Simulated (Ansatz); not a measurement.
A nudged elastic band was laid between two geometries of C$_{2}$H$_{10}$SSi$_{2}$ (15 atoms, charge 0, multiplicity 1).

Level of theory: Ansatz 0.2.0, RKS B3LYP/6-31G.

```json
{"movable images": "7", "climbing image": "yes", "spring": "5.0 eV/Å²", "optimiser": "quadratic models (default)", "start path": "IDPP", "force threshold": "0.05 eV/Å", "iteration limit": "36", "end points": "relaxed"}
```

Initial state:

```xyz
15
Properties=species:S:1:pos:R:3
C -2.286 -0.571 -0.411
Si -0.494 -1.098 -0.883
Si 1.091 -0.537 0.798
C 1.321 1.371 1.013
S 2.113 2.256 -0.483
H -2.352 0.514 -0.274
H -2.984 -0.859 -1.203
H -2.599 -1.055 0.519
H -0.102 -0.439 -2.182
H -0.443 -2.586 -1.112
H 0.620 -1.091 2.122
H 2.428 -1.151 0.492
H 0.380 1.869 1.258
H 2.024 1.560 1.829
H 1.259 1.767 -1.453
```

Final state:

```xyz
15
Properties=species:S:1:pos:R:3
C -2.286 -0.373 -0.594
Si -0.498 -0.886 -1.091
Si 1.030 -0.728 0.725
C 1.326 1.094 1.302
S 2.227 2.199 0.029
H -2.959 -0.476 -1.451
H -2.661 -1.006 0.217
H -2.316 0.669 -0.259
H -0.025 -0.016 -2.228
H -0.493 -2.306 -1.593
H 0.477 -1.496 1.902
H 2.354 -1.336 0.359
H 0.396 1.586 1.597
H 1.996 1.095 2.167
H 1.412 1.931 -1.052
```

Q: What changes between the two ends?

A: No bond is made or broken. The dihedral H8–C1–Si2–Si3 goes from -59 to 61°. The two ends are copies of one structure, up to a mirror image or an exchange of like atoms.

Q: What energy profile does the band end with?

A: The forces met the threshold. The highest image is number 4 of 0 to 8, 0.050 eV above the ends, which have the same energy within 2 meV. A vibrational analysis at the climbing image gives one clearly imaginary mode, 135i cm⁻¹: a first-order saddle point. Limits of this set-up: no polarisation functions.

| image | path coordinate (Å) | energy (eV) | dihedral H8–C1–Si2–Si3 (°) |
| --- | --- | --- | --- |
| 0 | 0.00 | 0.000 | -59 |
| 1 | 0.45 | 0.007 | -45 |
| 2 | 0.90 | 0.024 | -30 |
| 3 | 1.35 | 0.042 | -14 |
| 4 | 1.81 | 0.050 | 1 |
| 5 | 2.26 | 0.042 | 16 |
| 6 | 2.71 | 0.024 | 31 |
| 7 | 3.16 | 0.007 | 46 |
| 8 | 3.61 | 0.000 | 61 |

Q: What is the geometry of the highest image?

A: 
```xyz
15
Properties=species:S:1:pos:R:3:forces:R:3
C -2.300 -0.384 -0.576 -0.04 0.01 0.02
Si -0.505 -0.895 -1.075 0.03 -0.01 -0.01
Si 1.042 -0.719 0.723 0.01 0.00 -0.01
C 1.338 1.107 1.284 0.00 0.00 0.00
S 2.218 2.208 -0.006 0.01 0.00 0.00
H -2.647 0.444 -1.202 0.00 0.00 0.00
H -2.983 -1.228 -0.713 0.01 0.01 0.00
H -2.357 -0.068 0.471 0.00 -0.01 -0.02
H -0.029 -0.039 -2.222 0.00 0.00 0.00
H -0.484 -2.319 -1.567 0.00 0.00 0.00
H 0.507 -1.479 1.913 0.00 0.00 0.00
H 2.363 -1.325 0.342 0.00 0.00 0.01
H 0.410 1.596 1.588 0.00 0.00 0.00
H 2.018 1.116 2.141 0.00 0.00 -0.01
H 1.386 1.935 -1.073 0.00 0.00 0.00
```

Q: What are the harmonic wavenumbers there?

A: 135i, 28, 68, 101, 155, 181, 226, 391, 402, 473, 562, 634, 659, 670, 722, 739, 772, 794, 896, 913, 922, 927, 933, 1152, 1227, 1366, 1486, 1519, 1521, 2126, 2133, 2150, 2172, 2488, 3061, 3096, 3147, 3154, 3161 cm⁻¹.

Run time: 2.2 min on 1 thread of Intel(R) Xeon(R) Platinum 8559C (Emerald Rapids), on a shared host, peak memory 0.23 GiB.
